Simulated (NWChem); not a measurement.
C₄H₁₂Ge; SMILES [CH3][Ge]([CH3])([CH3])[CH3]

```xyz
17

C     -1.7990    -0.8094     0.1600
Ge    -0.0001     0.0001     0.0003
C      1.3436    -1.2166     0.7950
C      0.4241     0.2925    -1.9107
C      0.0314     1.7334     0.9551
H     -1.8366    -1.7708    -0.3630
H     -2.5583    -0.1514    -0.2753
H     -2.0535    -0.9797     1.2113
H      2.3476    -0.7868     0.7160
H      1.3418    -2.1827     0.2793
H      1.1269    -1.3920     1.8539
H      0.4117    -0.6559    -2.4580
H     -0.3087     0.9641    -2.3701
H      1.4173     0.7401    -2.0211
H     -0.7061     2.4215     0.5289
H     -0.2012     1.5940     2.0160
H      1.0199     2.1983     0.8781
```
Atoms are numbered in this order, from 1.

Computed with NWChem. Medium grid unless said otherwise, to which SCAN and Minnesota functionals are sensitive. Structure relaxed at the B3LYP/6-31G* (spherical d) level. Total energies of different functionals are on different scales.

```csv
level,energy (Ha),highest occupied level (eV),orbital gap (eV)
B3LYP/def2-SVP,-2236.3495,-7.75,8.87
PBE/def2-SVP,-2235.7388,-6.72,7.38
r2SCAN0/def2-SVP,-2236.1609,-8.21,10.13
revPBE/def2-SVP,-2236.0842,-6.69,7.44
SCAN/def2-SVP,-2236.3960,[?],[?]
"LC-wPBE (HJS exchange hole, range parameter 0.4 per bohr)/def2-SVP",-2235.9452,-10.77,14.42
B97-D/def2-SVP,-2237.2298,-6.69,7.49
B97-2/def2-SVP,-2236.7904,-7.76,9.26
BHandHLYP/def2-SVP,-2236.1680,-9.18,11.25
```

Q: Fill in the missing entries.

A: 
- SCAN/def2-SVP, highest occupied level (eV): -7.04
- SCAN/def2-SVP, orbital gap (eV): 8.36
